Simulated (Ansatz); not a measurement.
Cost and result for the atomization energy of BClH4S2Si (9 atoms, 9 bonds).

```xyz
9

Si    0.9887    0.2506   -0.7389
B    -0.1272    0.1391    0.9299
Cl    0.6657   -0.1560    2.5073
S    -1.7957    1.0160    0.9105
S    -1.7781   -1.0197    0.6555
H     0.0942    0.1803   -1.9344
H     1.9776   -0.8576   -0.8436
H     1.7266    1.5422   -0.7901
H    -1.7517   -1.0951   -0.6962
```

Charge 0, multiplicity 1. The bonds changed during the relaxation, so this is another structure than the one it started from. The geometry is a stationary point of PBE0-D4/def2-TZVP. It is one conformer, not always the lowest. Program: Ansatz. All runs use 4 threads of an Arm Neoverse V2 on a shared host. Times are those of one run each, without the atoms' runs, and a repeat can differ threefold. Electronic energies, without spin–orbit coupling; frozen cores. CCSD(T)/CBS adds CCSD(T) − MP2 in def2-TZVPP to the MP2 limit, and its time is that of the two runs behind it. T1 = 0.013.

CCSD(T)/CBS is a level of theory with its own doubt, some kJ/mol a heavy atom from the limit and from the frozen cores, so smaller differences don't rank the functionals.

```json
{"level": "revPBE-D4/def2-TZVPP", "functions": "255", "wall time": "2.4 s"}
{"level": "BLYP-D4/def2-TZVPP", "functions": "255", "wall time": "2.4 s"}
{"level": "CCSD(T)/def2-SVP", "functions": "106", "wall time": "3.4 s"}
{"level": "CAM-B3LYP-D4/def2-TZVPP", "functions": "255", "wall time": "4.5 s"}
{"level": "r2SCAN-D4/def2-TZVPP (with forces)", "functions": "255", "wall time": "6 s"}
{"level": "B2PLYP/def2-TZVPP", "functions": "255", "wall time": "6.5 s"}
{"level": "r2SCANh-D4/def2-TZVPP", "functions": "255", "wall time": "7 s"}
{"level": "PBE-QIDH/def2-TZVPP", "functions": "255", "wall time": "7 s"}
{"level": "ωB97X-V/def2-TZVPP", "functions": "255", "wall time": "10 s"}
{"level": "ωB97M-V/def2-TZVPP (with forces)", "functions": "255", "wall time": "14 s"}
{"level": "MP2/def2-QZVPP", "functions": "457", "wall time": "22 s"}
{"level": "CCSD(T)/def2-TZVPP", "functions": "255", "wall time": "2.1 min"}
{"level": "CCSD(T)/CBS(def2)", "functions": "–", "wall time": "2.5 min"}
```

(1) What atomization energy does each give, and how far from CCSD(T)/CBS? (Best estimate.)

## Answers

(1) Computed: 
| level | atomization (kcal/mol) | difference from CCSD(T)/CBS | per bond |
| --- | --- | --- | --- |
| revPBE-D4/def2-TZVPP | 651.1 | 3.2 | 0.4 |
| BLYP-D4/def2-TZVPP | 642.4 | -5.5 | -0.6 |
| CCSD(T)/def2-SVP | 595.4 | -52.5 | -5.8 |
| CAM-B3LYP-D4/def2-TZVPP | 642.9 | -5.0 | -0.6 |
| r2SCAN-D4/def2-TZVPP (with forces) | 657.8 | 9.9 | 1.1 |
| B2PLYP/def2-TZVPP | 634.6 | -13.3 | -1.5 |
| r2SCANh-D4/def2-TZVPP | 653.4 | 5.5 | 0.6 |
| PBE-QIDH/def2-TZVPP | 647.7 | -0.2 | 0.0 |
| ωB97X-V/def2-TZVPP | 655.0 | 7.1 | 0.8 |
| ωB97M-V/def2-TZVPP (with forces) | 654.9 | 7.0 | 0.8 |
| MP2/def2-QZVPP | 652.9 | 5.0 | 0.6 |
| CCSD(T)/def2-TZVPP | 625.9 | -22.0 | -2.4 |
| CCSD(T)/CBS(def2) | 647.9 | 0.0 | 0.0 |

From r2SCAN to r2SCAN0 (25 % exact exchange), in def2-TZVPP and without D4, the atomization energy moves by −10.9 kcal/mol: exact exchange takes away binding that semilocal exchange gives to molecules. In def2-TZVPP, CCSD(T) changes the Hartree–Fock value by +168.1 kcal/mol (the triples alone add +14.5 kcal/mol) and MP2 by +182.2 kcal/mol; breaking electron pairs costs correlation energy, which Hartree–Fock lacks. The D4 term adds +13.1 kcal/mol with B3LYP and +6.8 kcal/mol with PBE0; it sums over pairs of atoms, weighted by their polarisabilities, and B3LYP, whose exchange is more repulsive, gets the larger term.

B3LYP here is the variant with VWN-RPA as its local correlation; programs differ in this.
